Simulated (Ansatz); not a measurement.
System: CH3F3Sn (charge 0, singlet). SMILES: [F][Sn]([F])([CH3])[F]
Coordinates optimised at B3LYP-D3(BJ)/def2-TZVP (Ansatz, a quantum-chemistry and plane-wave program):
```
Sn
F 1 1.9125
F 1 1.9125 2 104.39
F 1 1.9125 2 104.39 3 109.31
C 1 2.1236 2 114.17 3 -125.34
H 5 1.0869 1 108.14 2 60.00
H 5 1.0869 6 110.77 1 118.34
H 5 1.0869 6 110.77 7 123.32
```

Property: atomisation energy (electronic, to ground-state atoms), in eV. Valence correlation only, unless marked. Open shells are spin-unrestricted. No spin-orbit coupling. Frozen are the shells of the preceding noble gas and the d and f shells that filled before the atom's block. In def2 rows, elements after Kr have scalar-relativistic effective core potentials. The coupled-cluster limit lacks core correlation, which all-electron functionals hold. Basis-set limits of correlation are two-point, X^-3; Hartree-Fock from the larger set. The bracket is a focal-point correction in the basis named.

| level | program | atomisation energy (eV) | minus last row |
|---|---|---|---|
| BLYP/def2-TZVPD | Ansatz | 29.42 | -0.75 |
| B2PLYP/def2-TZVPD | Ansatz | 29.43 | -0.74 |
| CCSD/CBS(def2-TZVPPD,def2-QZVPPD) | Ansatz | 29.55 | -0.62 |
| CCSD(T)/def2-TZVPP | Ansatz | 29.18 | -0.99 |
| CCSD(T)/def2-QZVPPD | Ansatz | 29.87 | -0.30 |
| RI-MP2/CBS(def2-TZVPP,def2-QZVPP)+[CCSD(T)-MP2]/def2-TZVPP | Ansatz | 30.19 | 0.02 |
| CCSD(T)/CBS(def2-TZVPPD,def2-QZVPPD) | Ansatz | 30.17 | 0.00 |
